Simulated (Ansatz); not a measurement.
Ge₃Sb₂⁻. Total charge -1; doublet. Geometry r2SCAN-D4/def2-SVPD; atoms count from 1.

```xyz
5

Sb   -0.363   -1.318   -1.203
Sb   -0.774    1.419   -0.539
Ge   -1.492   -0.673    1.194
Ge    0.838    0.247    1.439
Ge    1.791    0.325   -0.890
```

In the def2 sets Sb takes a core potential; there is no spin–orbit coupling. Another isomer (doublet) lies 0.03 eV lower at PBE0-D4/def2-TZVPD; other spin states weren't run for this one.

(1) Estimate the Mulliken populations from the PBE0/def2-TZVPD orbitals of Ansatz.

(2) Where does the spin sit?

(3) And the Mayer bond orders between bonded heavy atoms (over 0.3)?

Answers

(1) 
```tsv
atom	charge (e)	spin (α − β)
Sb1	-0.08	0.23
Sb2	-0.13	-0.03
Ge3	-0.30	0.16
Ge4	-0.20	0.47
Ge5	-0.30	0.16
```
Mulliken values and Mayer orders depend strongly on the basis. With diffuse functions, as here, like atoms can get unlike values, and bond orders can come out too low or too high.

(2) Summed by element: Sb 0.20, Ge 0.80, of 1 unpaired in all. Largest on single atoms: Ge4 0.47, Sb1 0.23, Ge5 0.16.

(3) Sb1–Sb2 0.92 (2.85 Å); Sb1–Ge3 0.83 (2.73 Å); Sb1–Ge5 0.83 (2.73 Å); Sb2–Ge3 0.70 (2.81 Å); Sb2–Ge4 0.70 (2.81 Å); Sb2–Ge5 0.70 (2.81 Å); Ge3–Ge4 0.86 (2.52 Å); Ge4–Ge5 0.86 (2.52 Å). Values over 0.3 also appear between atoms too far apart for a bond (Sb1–Ge4 0.30 at 3.30 Å); they arise where an orbital or an unpaired electron spreads over both atoms.
